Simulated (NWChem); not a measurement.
System: BeBrCl; SMILES [Cl][Be][Br]

This build's default masses of Se (78.918 u) and Br (79.917 u) are each other's, which moves their modes by up to 0.6 %.

Q: Give the equilibrium geometry at PBE0-D3(BJ)/def2-TZVP (NWChem) as a Z-matrix, with the point group.

A: point group C*v; any orientation.
```
Be
Cl 1 1.7995
Br 1 1.9535 2 179.99
```
